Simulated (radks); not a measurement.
Results of a calculation; reference values are marked as such.
Radial electron density D(r) = 4 pi r^2 rho(r) of an atom or ion with 45 electrons. Code: a radial shooting solver on a logarithmic mesh with Libxc functionals. Model: scalar-relativistic Kohn-Sham, SCAN, spin-polarised, spherical densities, finite nucleus; meta-GGA in the generalised Kohn-Sham scheme; Fermi nuclear charge, rms radius of each element as measured or else 0.836 A^(1/3) + 0.57 fm.

r (bohr),D(r) (e/bohr),spin D(r)
0.002501,10.22,-0.0000117
0.00323,15.08,-0.0000172
0.004173,21.72,-0.0000246
0.005348,30.06,-0.0000338
0.006908,40.47,-0.0000451
0.008852,51.53,-0.0000561
0.01143,62.24,-0.0000621
0.01465,69.60,-0.0000454
0.01893,71.81,0.0000598
0.02445,68.42,0.000494
0.03133,63.58,0.00200
0.04047,64.07,0.00710
0.05186,74.18,0.0216
0.067,88.84,0.0601
0.08654,92.85,0.144
0.1109,80.53,0.280
0.1433,67.62,0.442
0.1836,72.02,0.493
0.2371,79.12,0.307
0.3063,61.29,0.0194
0.3925,33.86,0.131
0.5071,26.37,0.864
0.6498,30.47,1.54
0.8394,23.28,1.39
1.076,10.09,0.694
1.389,2.267,0.177
1.795,0.2431,0.0204
2.3,0.01169,0.000976

What is the nuclear charge?

Answer. Z = 55. The innermost maximum, from 1s, lies near gamma/Z bohr with gamma = sqrt(1 - (Z/c)^2) = 0.916, here 0.0167 bohr (found: 0.0182), and its height grows with Z. The density is that of the caesium ion Cs10+ in [Kr] 4d9; the configuration itself is not fixed sharply by these data, and Z only to a few units. D(r) has 4 maxima, at r = 0.0182, 0.0805, 0.230, 0.655 bohr, and minima at 0.0353, 0.152, 0.479 bohr, inside which lie 1.97, 11.16, 28.94 electrons.
